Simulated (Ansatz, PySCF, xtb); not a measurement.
Pulling on the Al1–H2 bond in AlH5Si (SMILES [AlH2][SiH3]) (multiplicity 1 held, fragments rigid). Energies count from the point at 1.583 Å.
Geometry at that point (charge 0, multiplicity 1):
```xyz
7

Al     0.03395    -0.60451    -1.15928
H     -1.28812    -0.73734    -2.02063
H      1.38584    -1.18781    -1.74138
Si    -0.02792     0.52763     1.02391
H     -0.03927     2.00389     0.82697
H      1.14506     0.20807     1.87836
H     -1.25391     0.18491     1.79249
```

Restricted levels (R-, RO-) in cc, def2 and unpolarised 6-31G sets keep to the state of the molecule at rest. Active spaces are followed from a long bond inwards. Levels need not reach the same state.

Correlated levels freeze the cores. Rows in 3-21G carry no dispersion term and start afresh at each structure.

The values were computed with Ansatz (Gaussian orbitals); PySCF for 3-21G rows; xtb for the GFN methods. Values without a source in brackets are computed. The GFN methods have no spin term and hold the electronic entropy of 300 K.

Energies in kcal/mol.

```tsv
R (Å)	GFN2-xTB	R-HF/3-21G	R-CCSD/cc-pV(T+d)Z	R-CCSD(T)/cc-pV(T+d)Z	FIC-MRCISD on CASSCF(2,2)/cc-pV(T+d)Z	FIC-MRCISD+Q on CASSCF(2,2)/cc-pV(T+d)Z
1.267	21.2	28.1	24.6	24.7	24.7	24.6
1.425	3.3	6.2	4.8	4.9	4.9	4.9
1.583	0.0	0.0	0.0	0.0	0.0	0.0
1.742	2.5	2.6	3.2	3.1	3.0	3.1
1.900	7.3	9.9	10.4	10.3	10.1	10.3
2.138	16.5	24.9	24.5	24.1	23.7	24.1
2.375	27.4	41.3	39.0	38.4	37.8	38.3
2.771	46.8	67.8	60.1	58.6	57.6	58.4
3.167	65.4	91.3	75.1	72.1	71.0	71.9
3.642	83.4	114.7	85.6	79.2	79.4	80.4
4.275	97.7	138.7	91.5	78.3	83.2	84.2
5.067	104.2	158.5	93.5	72.9	84.1	85.2
```

Doubts at one or more of the structures used: a restricted determinant that unrestricted orbitals would lower (R-HF/3-21G, R-CCSD/cc-pV(T+d)Z, R-CCSD(T)/cc-pV(T+d)Z); other coupled-cluster roots lie near (R-CCSD/cc-pV(T+d)Z, R-CCSD(T)/cc-pV(T+d)Z); T1 above 0.05 (R-CCSD/cc-pV(T+d)Z, R-CCSD(T)/cc-pV(T+d)Z).

Ansatz is a first-principles code.
